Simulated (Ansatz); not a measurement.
A nudged elastic band was laid between two geometries of BBrF2 + H4Si (9 atoms, charge 0, multiplicity 1).

Computed with RKS B3LYP-D4/def2-SVP (Ansatz 0.2.0).

```
movable images  : 4
climbing image  : no
spring          : 5.0 eV/Å²
optimiser       : quadratic models (default)
start path      : through a guess of the saddle point
force threshold : 0.05 eV/Å
iteration limit : 60
end points      : relaxed
```

Initial state:

```xyz
9
Properties=species:S:1:pos:R:3
B -1.499 -0.797 -1.086
Br -0.901 -0.769 -2.901
F -1.655 -1.933 -0.449
F -1.778 0.327 -0.460
H 1.068 -0.440 -0.044
Si 1.164 0.640 0.983
H 2.540 0.635 1.557
H 0.169 0.381 2.060
H 0.891 1.955 0.339
```

Final state:

```xyz
9
Properties=species:S:1:pos:R:3
B -1.174 -0.319 0.164
Br 0.599 -0.391 -2.646
F -1.212 -1.644 0.155
F -2.232 0.301 -0.335
H 1.306 -1.462 -2.018
Si 0.385 0.692 0.998
H 1.641 -0.102 0.869
H 0.120 0.900 2.456
H 0.567 2.025 0.357
```

Task: What changes between the two ends?

Result: Bonds broken: B1–Br2, H5–Si6. Bonds formed: B1–Si6, Br2–H5. BBrF2 + H4Si becomes BF2H3Si + BrH.

Task: What energy profile does the band end with?

Result: It converged. The highest image is number 2 of 0 to 5, 22.2 kcal/mol above the first end and 1.8 kcal/mol above the last; the last end lies 20.4 kcal/mol above the first. The profile has 2 maxima (images 2, 4) with wells between them (image 3): this band takes more than one step, which may be the mechanism or a detour left from its start path. No image climbed, so the highest image needn't sit at the top of the path. A band with more images between the same ends climbed to 1.89 eV, so this one has probably stepped over the top. The orbitals stay closed-shell, which can raise the energy where a bond breaks towards radicals; this wasn't checked here.

```
image  path coordinate (Å)  energy (kcal/mol)  B1–Br2 (Å)  H5–Si6 (Å)  B1–Si6 (Å)
    0                 0.00                0.0        1.91        1.49        3.67
    1                 2.83                0.3        1.91        1.49        3.61
    2                 5.66               22.2        2.06        1.65        2.59
    3                 8.48               20.4        3.43        4.23        2.04
    4                11.31               21.3        3.39        3.82        2.04
    5                14.13               20.4        3.32        3.82        2.04
```

Task: What is the geometry of the highest image?

Result: 
```xyz
9
Properties=species:S:1:pos:R:3
B -0.785 -0.770 -0.765
Br -0.700 0.241 -2.554
F 0.101 -1.761 -0.559
F -1.971 -0.906 -0.169
H -0.438 0.529 -0.320
Si 0.701 0.586 0.869
H 1.018 -0.514 1.833
H 0.185 1.742 1.637
H 1.890 0.854 0.029
```

Time of the run: 7.9 min on 2 threads of Arm Neoverse V1, with other jobs on the host, peak memory 0.28 GiB.
